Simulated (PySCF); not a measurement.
**Spinor energies of As⁺ (arsenic, charge +1)**

Start: [Ar] 3d10 4s1 4p3; 4s1/2 filled at m_j = +1/2; 4p3/2 filled at m_j = -1/2, +1/2, +3/2. Calculated with PySCF 2.14 in x2c-TZVPall-2c (6s7p4d1f, 54 functions): generalised Hartree-Fock with the X2C-1e Hamiltonian and a Gaussian nucleus; one run each with spin-orbit coupling (SO) switched off, then screened by Boettger's factors. This is a chosen level, not necessarily the ground level.

```tsv
spinor shell	electrons	ε, spin-free (eV)	ε, screened SO (eV)	weight of nominal j (screened SO)	rms radius, screened SO (bohr)
1s1/2	2	-11955.8	-11955.5	1.000	0.0524
2s1/2	2	-1583.3	-1583.2	1.000	0.219
2p1/2	2	-1384.8	-1409.9	1.000	0.194
2p3/2	4	-1384.8	-1372.7	1.000	0.197
3s1/2	2	-236.18	-236.17	1.000	0.639
3p1/2	2	-172.65	-176.33	0.993	0.659
3p3/2	4	-172.65	-170.87	0.997	0.669
3d3/2	4	-67.421	-67.946	0.918	0.750
4s1/2	1	-33.839	-33.832	1.000	2.03
4p3/2	3	-20.039	-20.041	0.651	2.43
```

Question: Where does 3d5/2 lie, and what is the 3d spin-orbit splitting (screened SO)?

Answer: At -67.054 eV, 0.892 eV above 3d3/2.

```csv
quantity,spin-free,screened SO
E (hartree),-2258.43497,-2258.53010
M_J,2,2
⟨J²⟩,6.002,6.002
⟨L²⟩,0.000,0.005
⟨S²⟩,6.002,5.999
```

Each row is a mean over spinors that exchange with the open shell spreads, by up to 1.181 eV (3s1/2).

Rows whose weight is well below 1 are mixtures of j = l ± 1/2: exchange outweighs spin-orbit coupling there, and the label is only the starting occupation.

Without spin-orbit coupling the j labels of p, d and f shells carry no meaning; the spin-free column gives the mean over the occupied spinors of each nl shell.
